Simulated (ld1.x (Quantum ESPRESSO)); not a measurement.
Ranking TM potentials for Al (Z = 13)

All share these settings but for the change named:

* Element: Al (Z = 13)
* Generator: ld1.x (Quantum ESPRESSO) 7.5
* Type: norm-conserving Troullier–Martins (Kleinman–Bylander form)
* Functional: PBEsol
* Relativity: non-relativistic
* Frozen core: [Ne]
* Valence charge: 3
* Reference configuration: 3s2 3p1
* Partial waves: 3p (bound): rc 2.60 bohr; 3s (bound): rc 1.85 bohr
* Local potential: the s channel
* Core correction: Bessel-smoothed model core inside 1.90 bohr

Test errors are all-electron minus pseudo excitation energies from the reference, over 3s2 3p0; 3s1 3p0; 3s2 3p0.5; 3s2 3p1.3; 3s0 3p3; 3s1 3p2; 3s1 3p1. None of these files shows a bound ghost.

The base gives 7.0 meV.

Of 8 variants that were run, those that failed, showed a ghost or another fault, or gave nearly equal values are left out.

A variant can come out equal or close to the base, since the largest error may sit in a test that the change hardly touches while other tests move.

Problem. Rank these variants by their largest absolute test error, smallest first.
A. wave 3p (bound): rc 2.60 bohr becomes 3p (bound): rc 2.26 bohr
B. wave 3p (bound): rc 2.60 bohr becomes 3p (bound): rc 2.04 bohr
C. wave 3p (bound): rc 2.60 bohr becomes 3p (bound): rc 2.64 bohr
D. wave 3p (bound): rc 2.60 bohr becomes 3p (bound): rc 1.74 bohr

Solution. D (4.9 meV), B (5.8 meV), C (7.0 meV), A (8.2 meV).
